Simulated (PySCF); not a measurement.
Gas-phase reaction: GaI3 = GaI + I2

Energies from PySCF, thermal terms from the rigid-rotor harmonic-oscillator model, ideal gas at 1 bar. † marks an energy on the PBE0/def2-TZVP geometry and frequencies. CCSD(T) freezes the core. All species are closed-shell singlets. I: scalar-relativistic def2 core potential, no spin-orbit coupling. Ga: all electrons, no relativistic terms. CCSD(T) isn't extrapolated to the basis-set limit; its ΔH°(298 K) is 266.8 kJ in def2-SVP and 268.4 kJ in def2-TZVPP. The harmonic model lacks anharmonicity and excited electronic states, which grow with temperature; levels with a mode under 35 cm⁻¹ are left out. Soft modes under 120 cm⁻¹ make the harmonic entropy rough for GaI3.

```
level                ΔE electronic, kJ  ΔH°(298 K), kJ  ΔS°(298 K), J/K  ΔG°(600 K), kJ
-------------------  -----------------  --------------  ---------------  --------------
CCSD(T)/def2-TZVPP†                271             268              135             189
PBE/def2-TZVP†                     222             219              135             140
PBE0/def2-QZVP†                    241             238              135             158
PBE0/def2-SVP†                     257             254              135             174
ωB97M-V/def2-TZVP†                 242             239              135             160
ωB97X-V/def2-TZVP†                 259             256              135             176
```
ΔH° is lowest at PBE/def2-TZVP† and highest at CCSD(T)/def2-TZVPP†. No reference value is set beside these.
